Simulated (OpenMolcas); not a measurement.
# Computed transition rates of Nb2+

```json
{
 "Program": "OpenMolcas",
 "Method": "MS-CASPT2, IPEA 0.25 Eh, imaginary shift 0.1 Eh (closed shells correlated: 4s 4p)",
 "Basis": "ANO-RCC-VTZP [7s6p4d2f1g]",
 "Scalar Hamiltonian": "DKH2, point nucleus",
 "Active space": "3 electrons in 6 orbitals (4d 5s)",
 "State averaging": "2S+1 = 4 even, 20 roots; 2S+1 = 2 even, 70 roots kept (CI in the orbitals of an earlier block)",
 "Spin-orbit coupling": "state interaction with AMFI integrals over the reference wave functions, term energies averaged over their components"
}
```

Rates come from the transition moments of the reference wave functions (E1 and E2 in the length form). At fixed line strength A goes as λ^-3 for E1 and M1 and as λ^-5 for E2, so a rate at the computed wavelength can be rescaled to the measured one. Measured vacuum wavelengths follow from level energies in the list in Shadmi, J. Res. Natl. Bur. Stand. 70A, 435 (1966). Branching counts decays inside the model space alone, at computed energies, and the table is only a selection of the E2 and M1 lines, drawn from those between levels with measured partners whose computed energy lies within a factor of 1.5 of the measured one.

```json
{"Upper": "4d3 4F 5/2", "Lower": "4d3 4F 3/2", "Type": "M1", "λ computed (nm)": "18590", "λ measured (nm)": "19390", "A computed (s-1)": "6.70e-03", "A rescaled (s-1)": "5.90e-03", "Branching %": "100.0"}
{"Upper": "4d3 4F 7/2", "Lower": "4d3 4F 5/2", "Type": "M1", "λ computed (nm)": "14550", "λ measured (nm)": "15130", "A computed (s-1)": "1.40e-02", "A rescaled (s-1)": "1.25e-02", "Branching %": "100.0"}
{"Upper": "4d3 4F 9/2", "Lower": "4d3 4F 7/2", "Type": "M1", "λ computed (nm)": "12640", "λ measured (nm)": "13120", "A computed (s-1)": "1.33e-02", "A rescaled (s-1)": "1.19e-02", "Branching %": "100.0"}
{"Upper": "4d3 2H 9/2", "Lower": "4d3 2G 9/2", "Type": "M1", "λ computed (nm)": "2934", "λ measured (nm)": "3213", "A computed (s-1)": "8.02e-02", "A rescaled (s-1)": "", "Branching %": "50.5"}
{"Upper": "4d3 2H 11/2", "Lower": "4d3 2G 9/2", "Type": "M1", "λ computed (nm)": "2654", "λ measured (nm)": "2891", "A computed (s-1)": "5.19e-02", "A rescaled (s-1)": "", "Branching %": "95.8"}
{"Upper": "4d3 2H 9/2", "Lower": "4d3 2G 7/2", "Type": "M1", "λ computed (nm)": "2499", "λ measured (nm)": "2717", "A computed (s-1)": "6.09e-02", "A rescaled (s-1)": "", "Branching %": "38.4"}
{"Upper": "4d3 4P 5/2", "Lower": "4d3 4F 9/2", "Type": "E2", "λ computed (nm)": "1274", "λ measured (nm)": "1306", "A computed (s-1)": "1.67e-02", "A rescaled (s-1)": "1.48e-02", "Branching %": "34.9"}
{"Upper": "4d3 2G 9/2", "Lower": "4d3 4F 9/2", "Type": "M1", "λ computed (nm)": "1209", "λ measured (nm)": "1271", "A computed (s-1)": "2.13e-01", "A rescaled (s-1)": "", "Branching %": "67.6"}
{"Upper": "4d3 2G 7/2", "Lower": "4d3 4F 7/2", "Type": "M1", "λ computed (nm)": "1181", "λ measured (nm)": "1241", "A computed (s-1)": "9.33e-02", "A rescaled (s-1)": "", "Branching %": "47.3"}
{"Upper": "4d3 4P 3/2", "Lower": "4d3 4F 3/2", "Type": "M1", "λ computed (nm)": "1132", "λ measured (nm)": "1162", "A computed (s-1)": "1.47e-02", "A rescaled (s-1)": "", "Branching %": "31.2"}
{"Upper": "4d3 4P 1/2", "Lower": "4d3 4F 3/2", "Type": "E2", "λ computed (nm)": "1122", "λ measured (nm)": "1154", "A computed (s-1)": "2.48e-02", "A rescaled (s-1)": "2.15e-02", "Branching %": "67.8"}
{"Upper": "4d3 2G 9/2", "Lower": "4d3 4F 7/2", "Type": "M1", "λ computed (nm)": "1104", "λ measured (nm)": "1159", "A computed (s-1)": "9.96e-02", "A rescaled (s-1)": "", "Branching %": "31.6"}
{"Upper": "4d3 2G 7/2", "Lower": "4d3 4F 5/2", "Type": "M1", "λ computed (nm)": "1092", "λ measured (nm)": "1147", "A computed (s-1)": "9.98e-02", "A rescaled (s-1)": "", "Branching %": "50.6"}
{"Upper": "4d3 2F 5/2", "Lower": "4d3 2G 7/2", "Type": "E2", "λ computed (nm)": "915.9", "λ measured (nm)": "931.2", "A computed (s-1)": "1.03e-01", "A rescaled (s-1)": "9.48e-02", "Branching %": "33.9"}
{"Upper": "4d3 2D 5/2(1)", "Lower": "4d3 4F 7/2", "Type": "M1", "λ computed (nm)": "802.1", "λ measured (nm)": "839.1", "A computed (s-1)": "3.84e-01", "A rescaled (s-1)": "", "Branching %": "72.3"}
{"Upper": "4d2 5s 2F 7/2", "Lower": "4d3 2H 11/2", "Type": "E2", "λ computed (nm)": "466.7", "λ measured (nm)": "458.4", "A computed (s-1)": "7.70e+00", "A rescaled (s-1)": "8.42e+00", "Branching %": "46.1"}
{"Upper": "4d2 5s 2F 5/2", "Lower": "4d3 2G 7/2", "Type": "E2", "λ computed (nm)": "407.9", "λ measured (nm)": "409.5", "A computed (s-1)": "5.06e+00", "A rescaled (s-1)": "4.96e+00", "Branching %": "31.2"}
{"Upper": "4d2 5s 4F 3/2", "Lower": "4d3 4F 5/2", "Type": "E2", "λ computed (nm)": "385.1", "λ measured (nm)": "404.8", "A computed (s-1)": "7.32e+00", "A rescaled (s-1)": "5.70e+00", "Branching %": "42.7"}
{"Upper": "4d2 5s 4F 3/2", "Lower": "4d3 4F 3/2", "Type": "E2", "λ computed (nm)": "377.3", "λ measured (nm)": "396.5", "A computed (s-1)": "8.42e+00", "A rescaled (s-1)": "6.57e+00", "Branching %": "49.2"}
{"Upper": "4d2 5s 4F 9/2", "Lower": "4d3 4F 9/2", "Type": "E2", "λ computed (nm)": "376.9", "λ measured (nm)": "393.2", "A computed (s-1)": "1.34e+01", "A rescaled (s-1)": "1.08e+01", "Branching %": "70.3"}
{"Upper": "4d2 5s 2G 9/2", "Lower": "4d3 2H 11/2", "Type": "E2", "λ computed (nm)": "350.6", "λ measured (nm)": "362.2", "A computed (s-1)": "1.93e+01", "A rescaled (s-1)": "1.64e+01", "Branching %": "53.5"}
{"Upper": "4d2 5s 2G 7/2", "Lower": "4d3 2H 9/2", "Type": "E2", "λ computed (nm)": "346.1", "λ measured (nm)": "356.8", "A computed (s-1)": "2.23e+01", "A rescaled (s-1)": "1.92e+01", "Branching %": "62.1"}
{"Upper": "4d2 5s 2G 9/2", "Lower": "4d3 2G 9/2", "Type": "E2", "λ computed (nm)": "309.7", "λ measured (nm)": "321.8", "A computed (s-1)": "1.28e+01", "A rescaled (s-1)": "1.06e+01", "Branching %": "35.3"}
{"Upper": "4d2 5s 4P 3/2", "Lower": "4d3 4F 7/2", "Type": "E2", "λ computed (nm)": "283", "λ measured (nm)": "297.3", "A computed (s-1)": "2.04e+01", "A rescaled (s-1)": "1.59e+01", "Branching %": "36.9"}
{"Upper": "4d2 5s 4P 1/2", "Lower": "4d3 4F 3/2", "Type": "E2", "λ computed (nm)": "275.2", "λ measured (nm)": "289.7", "A computed (s-1)": "2.98e+01", "A rescaled (s-1)": "2.31e+01", "Branching %": "49.6"}
```

Spin-changing lines and M1 lines between different terms are not rescaled, since their strength hangs on the term gaps too.

The largest correction is for 4d2 5s 4P 1/2 → 4d3 4F 3/2 (E2): 2.98e+01 × (275.2 / 289.7)^5 = 2.31e+01 s-1, a factor of 0.77.

The computed rate and branching of 4d3 4F 5/2 → 4d3 4F 3/2 give the upper level a radiative lifetime of 1.000 / 6.70e-03 s-1 = 1.49e+02 s, counting decays inside the model space alone. The rescaled rate gives about 1.7e+02 s.

The computed order of these levels differs from the measured one in 2 places, and where term gaps are wrong the rates of spin-changing lines can be off by large factors.

These are rates of the free ion; in crystals, glasses and complexes forced electric-dipole and non-radiative decay shorten such lifetimes by orders of magnitude. No measured rate stands beside these. Rescaling mends the energy factor alone: line strengths can still be far off where a level mixes with configurations outside the active space, and weak or spin-changing lines hang on small mixing coefficients that depend on the term gaps too, so rescaling need not improve them.

Term energies are means over components that CASPT2 splits; among the terms shown or strongly mixed into the levels shown the widest spread is 920 cm-1 (4d2 5s 2F). Terms from blocks run as CI alone lack orbitals of their own. Configurations are named by rounded mean occupations; where the s occupation lies near a half they are strongly mixed, a name can repeat and a true partner stay unpaired. A single d shell beside an s shell can misplace configurations of different d count against each other. Measured partners are found by configuration, term and J. A level has none where our copy of the source lacks it or the pairing is in doubt (some pairs that miss far off the trend of their configuration count as doubtful). Only configurations of the active space appear.

A number in round brackets counts repeated terms of one configuration in the order of the reference energies.
